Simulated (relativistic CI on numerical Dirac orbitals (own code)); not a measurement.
# Tl³⁺: q coefficients and field-shift factors

Computed by Dirac-Coulomb-Breit CI, orbitals from a KLI potential per configuration, valence Slater integrals scaled by 0.85, P86 correlation energy added to each configuration, derivatives by finite differences, QED left out (own radial code, finite nucleus).

Configuration list (outside the closed core [Xe] 4f14): 5d¹⁰, 5d⁹6s, 5d⁹6p, 5d⁹5f, 5d⁹6d. Double excitations out of closed p, d and f shells are left out; levels of such configurations are missing from the list, as are those of other unlisted configurations, and high levels can miss mixing partners.

With x = (α/α₀)² − 1 an excitation energy changes as ω = ω₀ + qx; K = 2q/ω₀ is the relative enhancement. Terms are leading LS components, so labels can repeat. The field-shift factor is F = δν/δ⟨r²⟩ for the transition from the lowest level.

Lowest level 5d¹⁰ ¹S0.

| Level | ω₀ (cm⁻¹) | q (cm⁻¹) | F (GHz/fm²) |
| --- | --- | --- | --- |
| 5d⁹6s ³D3 | 80346.3 | -70050 | 127 |
| 5d⁹6s ³D2 | 84455.8 | -67530 | 124 |
| 5d⁹6s ³D1 | 98103.1 | -53570 | 129 |
| 5d⁹6s ¹D2 | 102137.1 | -52180 | 124 |
| 5d⁹6p ³P°2 | 153319.9 | -48600 | 19.8 |
| 5d⁹6p ³F°3 | 155706.0 | -48820 | 19.8 |
| 5d⁹6p ³F°2 | 170990.6 | -31570 | 20.2 |
| 5d⁹6p ³F°4 | 171289.0 | -24980 | 14.1 |
| 5d⁹6p ³P°1 | 171716.0 | -26650 | 17.1 |
| 5d⁹6p ¹D°2 | 175437.8 | -27450 | 16.3 |
| 5d⁹6p ³D°3 | 176808.2 | -24720 | 14.1 |
| 5d⁹6p ¹P°1 | 180747.9 | -26610 | 18.4 |
| 5d⁹6p ³P°0 | 185826.1 | -8268 | 16.2 |

Correlation outside the listed configurations is missing or only estimated: errors of thousands of cm⁻¹ between configurations and terms are usual at this charge. Rates and lifetimes follow the computed energies and can be off by large factors. The fine structure of a lone outer electron comes out too small, for d and f at times inverted, and misplaced configurations move strength between like terms.

Question: Which transition from the lowest level has the largest |K|?

Answer: 5d⁹6s ³D3 at 80346.3 cm⁻¹, K = -1.74.
